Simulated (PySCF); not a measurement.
Computed with PBE-D3(BJ)/def2-TZVP // B3LYP-D3(BJ)/def2-SVP (PySCF). All species are isolated molecules in the gas phase. One relaxed conformer stands for a flexible species; it need not be the lowest. Excitations are Tamm–Dancoff values on a coarser integration grid. The basis has no diffuse functions, so Rydberg states are missing or too high.

Reference species (SMILES): `Bc1c(F)cc2cccccc1-2` (neutral, multiplicity 1).

The HOMO–LUMO gap is 2.47 eV and the S1 excitation (TDA) is 2.71 eV. The S1–T1 gap (TDA) is 0.43 eV.

Changed species: `Bc1ccc(F)c2cccc-2c1`.

Question: Give the shifts of the HOMO–LUMO gap, S1 excitation (TDA) and S1–T1 gap (TDA).

Answer: the HOMO–LUMO gap decreases by 0.21 eV, to 2.26 eV; the S1 excitation (TDA) falls by 0.14 eV, to 2.57 eV; the S1–T1 gap (TDA) increases by 0.12 eV, to 0.55 eV.
